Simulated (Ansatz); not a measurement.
Ansatz (a first-principles code) job for CH4Sn, SMILES [CH3][SnH] (connectivity only; charge and spin as stated), neutral, multiplicity 1, r2SCAN-D4/def2-TZVP. 

Ansatz 0.2 input:
```yaml
crystal:
  periodic: [false, false, false]
  atoms:
    - {symbol: Sn, position_ang: [0.00184606, 0.25358204, 0.25163048]}
    - {symbol: H, position_ang: [-0.20036463, 1.48444041, -1.08148213]}
    - {symbol: C, position_ang: [0.01230672, -1.47376887, -1.19051957]}
    - {symbol: H, position_ang: [0.79964708, -1.35636352, -1.93532727]}
    - {symbol: H, position_ang: [-0.93334344, -1.53265568, -1.73025647]}
    - {symbol: H, position_ang: [0.16791794, -2.43190986, -0.69134074]}
basis:
  gaussian:
    orbitals: def2-TZVP
hamiltonian:
  xc: r2scan
  dispersion: d4
relax: {f_tol: 0.002, max_steps: 200}
```

Log of the run:

```
WARN ansatz: RAYON_NUM_THREADS=1 ignored (pool sized by the plan → 1); use --threads N
Functional definition: r2SCAN
integrals: 0.03 GiB planned
744 factors; their error is unknown
mean field: 0.26 GiB planned
mean field evaluation 1: about -6925.5024 eV, gradient 6.1e1 eV
mean field evaluation 2: about -6885.6459 eV, gradient 1.1e2 eV
mean field evaluation 4: about -6934.5742 eV, gradient 6.4e0 eV
mean field evaluation 8: about -6934.6503 eV, gradient 1.5e-1 eV
mean field evaluation 16: about -6934.6344 eV, gradient 1.3e-4 eV
mean field -6934.63441824 eV, -254.8431144063 hartree, gradient 5.4e-5 eV, S^2 0.000000; 0 other end points of the search recorded, 0 dependent functions left out
the calculation of the forces begins
reference -6934.63443077 eV, -254.8431148668 hartree; 16, 16 occupied and 89, 89 virtual orbitals, 744 factors
relax step   1: F+E_penalty+E_count = -6934.65401469 eV  Δ(F+E_penalty+E_count) = +0.000e0 eV  max|allowed force component| = 6.855e-1 eV/Å  Δτ_max = 0.0000 Å  (28 SCF iters, accepted)
these checks for a lower state are left out or cut short: starts, cluster_reference, orbital_swaps, neighbouring_geometries, increment
integrals: 0.03 GiB planned
744 factors; their error is unknown
mean field: 0.26 GiB planned
mean field -6934.65087061 eV, -254.8437190196 hartree, gradient 1.8e-5 eV, S^2 0.000000; 0 other end points of the search recorded, 0 dependent functions left out
the calculation of the forces begins
reference -6934.65088298 eV, -254.8437194742 hartree; 16, 16 occupied and 89, 89 virtual orbitals, 744 factors
relax step   2: F+E_penalty+E_count = -6934.67060757 eV  Δ(F+E_penalty+E_count) = -1.659e-2 eV  max|allowed force component| = 4.392e-1 eV/Å  Δτ_max = 0.1733 Å  (29 SCF iters, accepted)
these checks for a lower state are left out or cut short: starts, cluster_reference, orbital_swaps, neighbouring_geometries, increment
integrals: 0.03 GiB planned
744 factors; their error is unknown
mean field: 0.26 GiB planned
mean field evaluation 32: about -6934.6700 eV, gradient 2.1e-5 eV
mean field -6934.66996524 eV, -254.8444207343 hartree, gradient 2.1e-5 eV, S^2 0.000000; 0 other end points of the search recorded, 0 dependent functions left out
the calculation of the forces begins
reference -6934.66997768 eV, -254.8444211917 hartree; 16, 16 occupied and 89, 89 virtual orbitals, 744 factors
relax step   3: F+E_penalty+E_count = -6934.68964231 eV  Δ(F+E_penalty+E_count) = -1.903e-2 eV  max|allowed force component| = 1.553e-1 eV/Å  Δτ_max = 0.0874 Å  (29 SCF iters, accepted)
these checks for a lower state are left out or cut short: starts, cluster_reference, orbital_swaps, neighbouring_geometries, increment
integrals: 0.03 GiB planned
744 factors; their error is unknown
mean field: 0.26 GiB planned
mean field -6934.67174016 eV, -254.8444859617 hartree, gradient 2.2e-5 eV, S^2 0.000000; 0 other end points of the search recorded, 0 dependent functions left out
the calculation of the forces begins
reference -6934.67175260 eV, -254.8444864187 hartree; 16, 16 occupied and 89, 89 virtual orbitals, 744 factors
relax step   4: F+E_penalty+E_count = -6934.69142154 eV  Δ(F+E_penalty+E_count) = -1.779e-3 eV  max|allowed force component| = 4.868e-2 eV/Å  Δτ_max = 0.0155 Å  (31 SCF iters, accepted)
these checks for a lower state are left out or cut short: starts, cluster_reference, orbital_swaps, neighbouring_geometries, increment
integrals: 0.03 GiB planned
744 factors; their error is unknown
mean field: 0.26 GiB planned
mean field -6934.67181855 eV, -254.8444888424 hartree, gradient 2.2e-5 eV, S^2 0.000000; 0 other end points of the search recorded, 0 dependent functions left out
the calculation of the forces begins
reference -6934.67183099 eV, -254.8444892995 hartree; 16, 16 occupied and 89, 89 virtual orbitals, 744 factors
relax step   5: F+E_penalty+E_count = -6934.69149968 eV  Δ(F+E_penalty+E_count) = -7.814e-5 eV  max|allowed force component| = 6.863e-3 eV/Å  Δτ_max = 0.0056 Å  (32 SCF iters, accepted)
these checks for a lower state are left out or cut short: starts, cluster_reference, orbital_swaps, neighbouring_geometries, increment
integrals: 0.03 GiB planned
744 factors; their error is unknown
mean field: 0.26 GiB planned
mean field -6934.67182568 eV, -254.8444891042 hartree, gradient 2.2e-5 eV, S^2 0.000000; 0 other end points of the search recorded, 0 dependent functions left out
the calculation of the forces begins
reference -6934.67183811 eV, -254.8444895613 hartree; 16, 16 occupied and 89, 89 virtual orbitals, 744 factors
relax step   6: F+E_penalty+E_count = -6934.69150710 eV  Δ(F+E_penalty+E_count) = -7.417e-6 eV  max|allowed force component| = 1.354e-3 eV/Å  Δτ_max = 0.0020 Å  (33 SCF iters, accepted)
these checks for a lower state are left out or cut short: starts, cluster_reference, orbital_swaps, neighbouring_geometries, increment
integrals: 0.03 GiB planned
744 factors; their error is unknown
mean field: 0.26 GiB planned
mean field -6934.67182707 eV, -254.8444891553 hartree, gradient 2.2e-5 eV, S^2 0.000000; 0 other end points of the search recorded, 0 dependent functions left out
the calculation of the forces begins
reference -6934.67183950 eV, -254.8444896123 hartree; 16, 16 occupied and 89, 89 virtual orbitals, 744 factors
relax step   7: F+E_penalty+E_count = -6934.69150889 eV  Δ(F+E_penalty+E_count) = -1.793e-6 eV  max|allowed force component| = 1.455e-3 eV/Å  Δτ_max = 0.0019 Å  (34 SCF iters, accepted)
integrals: 0.03 GiB planned
744 factors; their error is unknown
mean field: 0.26 GiB planned
mean field evaluation 64: about -6934.6718 eV, gradient 9.5e-5 eV
mean field -6934.67182707 eV, -254.8444891553 hartree, gradient 2.2e-5 eV, S^2 0.000000; 1 other end points of the search recorded, 0 dependent functions left out
the calculation of the forces begins
reference -6934.67183950 eV, -254.8444896123 hartree; 16, 16 occupied and 89, 89 virtual orbitals, 744 factors
Total energy: -6934.69152133 eV, -254.8452129060 hartree
Atom 0 at     0.022958     0.224169     0.223634 Å, force     0.000094     0.000323    -0.001351 eV/Å
Atom 1 at    -0.220703     1.388594    -1.100108 Å, force     0.000028    -0.000378     0.000921 eV/Å
Atom 2 at     0.015581    -1.460601    -1.176608 Å, force    -0.000555    -0.001022     0.001455 eV/Å
Atom 3 at     0.807716    -1.318176    -1.918360 Å, force     0.000107     0.000548    -0.000700 eV/Å
Atom 4 at    -0.931543    -1.469594    -1.725228 Å, force    -0.000032     0.000633    -0.000992 eV/Å
Atom 5 at     0.154001    -2.421067    -0.680626 Å, force     0.000357    -0.000104     0.000667 eV/Å
Dipole moment:     0.014042    -0.116594     0.037307 e Å
```

The run converged.

Cost: about 27 core-seconds (a rough figure).
